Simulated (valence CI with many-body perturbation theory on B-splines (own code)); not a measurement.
**Which ion has this spectrum?**

A relativistic CI+MBPT calculation for an atom or ion with 40 electrons gives these levels (eV):

```tsv
J	Parity	E	g
0	even	0.000	
1	even	18.642	1.50
4	even	23.895	1.07
2	even	24.384	1.23
3	even	25.833	1.14
0	even	41.017	
2	even	41.508	1.25
4	even	42.386	1.15
3	even	42.902	1.17
5	even	44.900	1.08
1	even	46.317	1.10
6	even	46.385	1.08
3	even	47.968	1.08
4	even	48.241	1.03
```

The energies are calculated, and their last digits are not significant.

Which is it?
A. Au39+
B. Ir37+
C. Re35+
D. Os36+

B. Ir37+, ground level (4d3/2^4) J=0.
